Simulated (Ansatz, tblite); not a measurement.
Bond stretch in LiNa, singlet.

Levels: GFN2-xTB, 300 K electronic temperature (tblite); FCI = full CI/cc-pVTZ, frozen core in Ansatz (an electronic-structure program).

Energies relative to the lowest point of each curve near equilibrium, in kcal/mol; the last columns give the difference from FCI:

```tsv
R / Å	GFN2-xTB	FCI	GFN2-xTB − FCI
2.32	1.6	8.4	-6.8
2.50	0.0	3.8	-3.8
2.64	0.2	1.6	-1.4
2.75	1.0	0.6	0.4
2.83	1.8	0.2	1.6
2.93	3.0	0.0	3.0
3.02	4.3	0.1	4.3
3.09	5.4	0.2	5.2
3.28	8.7	1.2	7.4
3.39	10.5	2.0	8.5
3.60	13.0	3.8	9.2
3.93	18.6	7.0	11.6
4.38	27.3	11.2	16.1
4.89	36.3	14.8	21.5
5.35	43.3	16.9	26.4
5.86	49.6	18.3	31.4
6.35	54.2	18.9	35.3
7.20	59.6	19.4	40.2
7.88	62.1	19.6	42.5
8.89	—	19.7	—
```

GFN2-xTB is furthest from FCI at 7.88 (42.5 kcal/mol, above); its mean absolute difference over the points is 14.5 kcal/mol.

A dash means that the run gave no value there, or that the column was ended at a point which the program doubted or which failed a test of continuity chosen for this set; such a test can also cut sound points.
